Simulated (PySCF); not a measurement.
Bonds (- single, = double, # triple, : aromatic): C1=C2 1.291 Å, C2=C3 1.307 Å, C3-C4 1.412 Å, C4#C5 1.210 Å, C5-Si6 1.845 Å, Si6-C7 1.898 Å. C1 carries H8, H9; C3 carries H10; Si6 carries H11, H12; C7 carries H13, H14, H15.

- NMR shieldings at PBE0/pcSseg-1/GIAO
- GFN2-xTB geometry
- code: PySCF
- single conformer, no solvent model, no relativistic terms, fast rotation and ring inversion assumed for equivalent nuclei

δ = σ(ref) − σ, references computed at the same level: $^{13}$C (186.93 ppm) vs TMS.

Problem. Do the $^{13}$C shifts follow the atomic charges (in e)? Tabulate both.

Solution. 
```json
{"atoms": "C2", "hybridisation": "sp", "δ (ppm)": "233.7", "σ para (ppm)": "-313", "Hirshfeld": "+0.03", "IAO": "+0.07", "Mulliken": "-0.08", "ESP-fitted": "+0.28"}
{"atoms": "C4", "hybridisation": "sp", "δ (ppm)": "106.1", "σ para (ppm)": "-185", "Hirshfeld": "-0.04", "IAO": "-0.00", "Mulliken": "+0.17", "ESP-fitted": "+0.32"}
{"atoms": "C5", "hybridisation": "sp", "δ (ppm)": "101.1", "σ para (ppm)": "-175", "Hirshfeld": "-0.17", "IAO": "-0.36", "Mulliken": "-0.39", "ESP-fitted": "-0.56"}
{"atoms": "C1", "hybridisation": "sp2", "δ (ppm)": "81.0", "σ para (ppm)": "-157", "Hirshfeld": "-0.10", "IAO": "-0.35", "Mulliken": "-0.14", "ESP-fitted": "-0.60"}
{"atoms": "C3", "hybridisation": "sp2", "δ (ppm)": "80.7", "σ para (ppm)": "-158", "Hirshfeld": "-0.05", "IAO": "-0.22", "Mulliken": "-0.31", "ESP-fitted": "-0.47"}
{"atoms": "C7", "hybridisation": "sp3", "δ (ppm)": "-4.6", "σ para (ppm)": "-63", "Hirshfeld": "-0.21", "IAO": "-0.71", "Mulliken": "-0.63", "ESP-fitted": "-0.57"}
```

Correlation coefficients of δ with charge over these carbons: Hirshfeld +0.83, IAO +0.86, Mulliken +0.60, ESP-fitted +0.70; with the paramagnetic shielding -1.00. With so few points, grouped by hybridisation, these coefficients are fragile. Charge is one influence among several: hybridisation and low-lying excitations act through the paramagnetic term.

Shifts are as computed. Against solution values, carbons near 30 ppm lie about +3 ppm off and those near 130 ppm about +5 ppm. Of 1309 compounds with measured shifts, 239 miss one by over three times the rms of a fit or turn the order of signals round; such compounds aren't used in these exercises.
